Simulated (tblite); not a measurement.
GeI$_{2}$ (SMILES [I][Ge][I]), singlet, geometry from GFN2-xTB; GFN1-xTB run with tblite.

Here is a job for tblite.
```
$ tblite run mol.xyz --method gfn1 --charge 0 --spin 0 --json tblite.json --no-restart

# file mol.xyz
3

Ge     0.00153259    -0.00969248     1.22657057
I      1.01567043    -1.73555606    -0.38529276
I     -1.01659577     1.74140812    -0.35527815
```

Output, abridged:

```
xTB calculator
 | screened Coulomb repulsion
 | Coulomb electrostatics
 |  * isotropic Klopman-Ohno-Mataga-Nishimoto electrostatics
 |  * onsite third-order electrostatics
 | DFT-D3(BJ) dispersion correction

halogen bonding energy    0.0000000000000E+00 Eh
repulsion energy          1.1917987204628E-02 Eh
dispersion energy        -1.4965238160911E-03 Eh
number of electrons       1.8000000000000E+01 e
integral cutoff           4.0000000000000E+01 bohr

------------------------------------------------------------
  cycle        total energy    energy error   density error
------------------------------------------------------------
      1     -9.642039975717  -9.6524614E+00   2.7850356E-01
      2     -9.642587887761  -5.4791204E-04   1.5925236E-01
      3     -9.642988444875  -4.0055711E-04   1.1862407E-01
      4     -9.660154166845  -1.7165722E-02   5.6310910E-02
      5     -9.663206620203  -3.0524534E-03   1.4206421E-02
      6     -9.663348023197  -1.4140299E-04   5.0285366E-04
      7     -9.663347999744   2.3453406E-08   5.0864088E-04
      8     -9.663348238440  -2.3869630E-07   6.3987476E-06
------------------------------------------------------------

electronic energy        -9.6737697018284E+00 Eh
total energy             -9.6633482384399E+00 Eh

Post processing:
 | Mayer-Wiberg bond orders

[Info] JSON dump of results written to 'tblite.json'
```
